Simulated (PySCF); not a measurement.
# PySCF run on Mg

The script input.py:

```python
from pyscf import gto, dft
from pyscf.prop.polarizability import uhf as pol

mol = gto.M(
    atom='Mg 0 0 0',
    basis='pcseg-1',
    charge=0,
    spin=0,
    symmetry=True,
    verbose=4,
)
mf = dft.UKS(mol, xc='m062x')
mf = mf.density_fit(auxbasis='def2-universal-jkfit')
mf.kernel()
print('polarizability (a.u.)')
print(pol.Polarizability(mf).polarizability().round(4))
mf.dip_moment()
print('orbital energies (hartree):', [e[max(0, n-3):n+3].round(4) for e, n in zip(mf.mo_energy, mol.nelec)])
```

```bash
$ python input.py
```

The log (some set-up lines and the per-cycle HOMO/LUMO lines with their warnings removed):

```
PySCF version 2.14.0

[INPUT] verbose = 4
[INPUT] num. atoms = 1
[INPUT] num. electrons = 12
[INPUT] charge = 0
[INPUT] spin (= nelec alpha-beta = 2S) = 0
[INPUT] symmetry True subgroup None
[INPUT] Mole.unit = angstrom
[INPUT] Symbol           X                Y                Z      unit          X                Y                Z       unit  Magmom
[INPUT]  1 Mg     0.000000000000   0.000000000000   0.000000000000 AA    0.000000000000   0.000000000000   0.000000000000 Bohr   0.0

nuclear repulsion = 0
point group symmetry = SO3
symmetry origin: [0. 0. 0.]
symmetry axis x: [1. 0. 0.]
symmetry axis y: [0. 1. 0.]
symmetry axis z: [0. 0. 1.]
num. orbitals of irrep s+0 = 4
num. orbitals of irrep p-1 = 2
num. orbitals of irrep p+0 = 2
num. orbitals of irrep p+1 = 2
number of shells = 2
number of NR pGTOs = 33
number of NR cGTOs = 10
basis = pcseg-1
ecp = {}

******** <class 'pyscf.df.df_jk.DFSymAdaptedUKS'> ********
method = DFSymAdaptedUKS
initial guess = minao
damping factor = 0
level_shift factor = 0
DIIS = <class 'pyscf.scf.diis.CDIIS'>
diis_start_cycle = 1
diis_space = 8
diis_damp = 0
SCF conv_tol = 1e-09
SCF conv_tol_grad = None
SCF max_cycles = 50
direct_scf = False
number electrons alpha = 6  beta = 6
XC library pyscf.dft.libxc version 7.0.0
    S. Lehtola, C. Steigemann, M. J.T. Oliveira, and M. A.L. Marques.,  SoftwareX 7, 1–5 (2018)
XC functionals = m062x
    Y. Zhao and D. G. Truhlar.,  Theor. Chem. Acc. 120, 215 (2008)
    Y. Zhao and D. G. Truhlar.,  Theor. Chem. Acc. 120, 215 (2008)
radial grids:
    Treutler-Ahlrichs [JCP 102, 346 (1995); DOI:10.1063/1.469408] (M4) radial grids

becke partition: Becke, JCP 88, 2547 (1988); DOI:10.1063/1.454033
pruning grids: <function nwchem_prune>
grids dens level: 3
symmetrized grids: True
atomic radii adjust function: <function treutler_atomic_radii_adjust>
small_rho_cutoff = 0
Freeze 0 electrons in irreps []
    12 free electrons in irreps s+0 p-1 p+0 p+1
Set gradient conv threshold to 3.16228e-05
tot grids = 18584
******** <class 'pyscf.df.df.DF'> ********
auxbasis = def2-universal-jkfit
init E= -200.031497294857
cycle= 1 E= -200.040445583568  delta_E= -0.00895  |g|= 0.00141  |ddm|= 0.0581
cycle= 2 E= -200.040446417333  delta_E= -8.34e-07  |g|= 6.63e-05  |ddm|= 0.00112
cycle= 3 E= -200.040446420511  delta_E= -3.18e-09  |g|= 3.75e-06  |ddm|= 0.000273
cycle= 4 E= -200.04044642053  delta_E= -1.88e-11  |g|= 1.69e-08  |ddm|= 2.43e-05
Extra cycle  E= -200.04044642053  delta_E= -5.68e-14  |g|= 7.4e-10  |ddm|= 5.77e-08
converged SCF energy = -200.04044642053  <S^2> = 3.5527137e-15  2S+1 = 1
polarizability (a.u.)
Isotropic polarizability 31.3168051728
Polarizability anisotropy 5.68733869828e-13
[[31.3168 -0.      0.    ]
 [-0.     31.3168  0.    ]
 [ 0.      0.     31.3168]]
Dipole moment(X, Y, Z, Debye):  0.00000,  0.00000,  0.00000
orbital energies (hartree): [array([-2.0063, -2.0063, -0.2271,  0.0635,  0.0635,  0.0635]), array([-2.0063, -2.0063, -0.2271,  0.0635,  0.0635,  0.0635])]
```

In short: E(SCF) = -200.040446 Eh, 4 cycles, α(xx, yy, zz) = 31.3, 31.3, 31.3 bohr³.

Wall time 1.3 s on one thread of a shared host.

No search for the lowest solution was made.
